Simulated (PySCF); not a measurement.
C₂H₁₀Si₂.
Bonds: C1–Si2, Si2–Si3, Si3–C4. Hydrogens: H5, H6, H7 on C1; H8, H9 on Si2; H10, H11 on Si3; H12, H13, H14 on C4.

Method: PBE0-D3(BJ)/def2-SVP geometry optimisation, gas phase (PySCF 2.14.0); density fitting, grid level 1; the optimiser is geomeTRIC in internal coordinates, started from a GFN2-xTB structure with every atom displaced at random (about 0.01 Å).

Step 0: E = -17976.8079 eV
```
atom  x, y, z in Å  |  force x, y, z in eV/Å
C1     -2.5063    0.1348    0.2793   -0.123   1.017  -0.422
Si2    -0.9149   -0.6526   -0.3096   -0.633   0.340   0.552
Si3     0.8891    0.6462    0.2973    1.696  -0.576   0.112
C4      2.5589   -0.1580   -0.2824   -2.474  -0.540  -0.232
H5     -2.6514    1.1424   -0.1690    0.180  -0.272   0.084
H6     -2.5449    0.2778    1.3532    0.099  -0.020   0.614
H7     -3.3843   -0.4327   -0.0049   -0.416  -0.502  -0.176
H8     -0.8586   -2.0010    0.2558    0.270  -0.609   0.334
H9     -1.0232   -0.8352   -1.7439    0.143  -0.024  -0.993
H10     1.0209    0.8385    1.7713   -0.269  -0.083   0.191
H11     0.8653    2.0036   -0.2538   -0.272   0.559  -0.351
H12     2.6555   -1.1470    0.1629    0.078  -0.374   0.124
H13     2.5096   -0.2656   -1.3685    0.212  -0.038  -0.271
H14     3.3772    0.4336    0.0045    1.508   1.123   0.435
```

Q: Estimate the geometry and energy of step 1. (The exact step hangs on the optimiser's Hessian estimate; all steps are aligned on step 0, rigid shifts and turns removed.)

A: E = -17977.0137 eV, largest force 0.511 eV/Å
```
atom  x, y, z in Å  |  force x, y, z in eV/Å
C1     -2.5741    0.1807    0.2665   -0.072  -0.056   0.095
Si2    -0.9545   -0.6357   -0.2437    0.227  -0.128  -0.157
Si3     0.9622    0.6000    0.3256   -0.183   0.047  -0.169
C4      2.5658   -0.1679   -0.3270    0.156   0.373   0.313
H5     -2.6705    1.1659   -0.2084    0.003   0.086  -0.055
H6     -2.6317    0.3258    1.3565    0.036  -0.025  -0.014
H7     -3.4381   -0.4307   -0.0419    0.065   0.009   0.009
H8     -0.8006   -1.9940    0.3824   -0.105   0.030  -0.031
H9     -0.9339   -0.8316   -1.7372   -0.047  -0.022   0.095
H10     0.9745    0.7300    1.8186    0.127   0.027   0.015
H11     0.7966    1.9791   -0.2492    0.055  -0.012   0.064
H12     2.7173   -1.1723    0.0926    0.030  -0.044  -0.004
H13     2.5581   -0.2399   -1.4245   -0.020   0.013   0.006
H14     3.4216    0.4753   -0.0180   -0.275  -0.298  -0.167
```

The energy changes by -0.2058 eV. The first-order estimate −F·Δx gives -0.5150 eV and the mean of the old and new forces, exact on a quadratic surface, -0.2051 eV. The step makes an angle of 69° with the force vector and moves no atom by more than 0.139 Å.

What follows is the cost of the whole optimisation. Hardware: an Arm Neoverse V1 with one thread, no GPU, shared host. Cost: 23 s wall, 0.45 GiB resident at most.
